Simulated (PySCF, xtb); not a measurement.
CH6O2Si2, SMILES O[Si@H]1OC[SiH2]1. Other conformers were not sampled.

Harmonic wavenumbers (cm⁻¹) from xtb 6.7.1 with GFN2-xTB at its own minimum, in rising order: 124, 153, 191, 266, 359, 423, 455, 490, 549, 623, 686, 698, 734, 763, 778, 823, 916, 1001, 1153, 1229, 1480, 2189, 2227, 2272, 2927, 2952, 3661.

**Question.** What does ωB97X-D3(BJ)/def2-SVP run with PySCF give at its own minimum? (Estimate from the structure and the level; the computed values follow.)

**Answer.** 88, 155, 253, 350, 412, 458, 466, 552, 666, 727, 743, 805, 833, 839, 910, 932, 960, 1051, 1214, 1273, 1475, 2241, 2252, 2299, 3075, 3133, 3931. Paired by order, the mean absolute difference is 76 cm⁻¹ and the zero-point energies are 43.1 and 45.9 kcal/mol.
